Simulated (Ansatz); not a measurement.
C$_{3}$H$_{6}$OSi, SMILES `C=C1OC1[SiH3]`, relaxed with RKS PBE-D4/def2-SVP in the Gaussian-basis code of Ansatz from a rough embedded geometry. The force threshold is 0.03 eV/Å; the program also tests the step.

Total charge 0; spin multiplicity 1.

Start:

```xyz
11

C     0.122    1.302    1.633
C    -0.481    0.574    0.791
O    -1.448   -0.332    0.764
C    -0.633    0.075   -0.527
Si    0.473   -1.127   -1.251
H    -0.169    1.291    2.742
H     0.904    2.035    1.391
H    -1.218    0.706   -1.194
H     1.176   -1.996   -0.180
H     1.520   -0.456   -2.018
H    -0.247   -2.070   -2.151
```

| step | energy (eV) | largest force (eV/Å) | largest move (Å) |
| --- | --- | --- | --- |
| 1 | -13113.8952 | 5.975 | 0.000 |
| 2 | -13114.3017 | 1.365 | 0.083 |
| 3 | -13114.3763 | 0.584 | 0.063 |
| 4 | -13114.3875 | 0.181 | 0.038 |
| 5 | -13114.3907 | 0.084 | 0.022 |
| 6 | -13114.3914 | 0.035 | 0.014 |
| 7 | -13114.3919 | 0.035 | 0.027 |
| 8 | -13114.3922 | 0.032 | 0.036 |
| 9 | -13114.3924 | 0.025 | 0.025 |

End:

```xyz
11

C     0.111    1.348    1.760
C    -0.454    0.606    0.806
O    -1.420   -0.330    0.660
C    -0.634    0.120   -0.548
Si    0.511   -1.202   -1.290
H    -0.226    1.274    2.804
H     0.920    2.045    1.502
H    -1.236    0.750   -1.234
H     1.224   -1.899   -0.169
H     1.501   -0.527   -2.201
H    -0.297   -2.186   -2.090
```

It took 4.9 s on 4 threads of an Intel Xeon 6975P-C on a shared host, with 0.16 GiB of host memory at the peak.
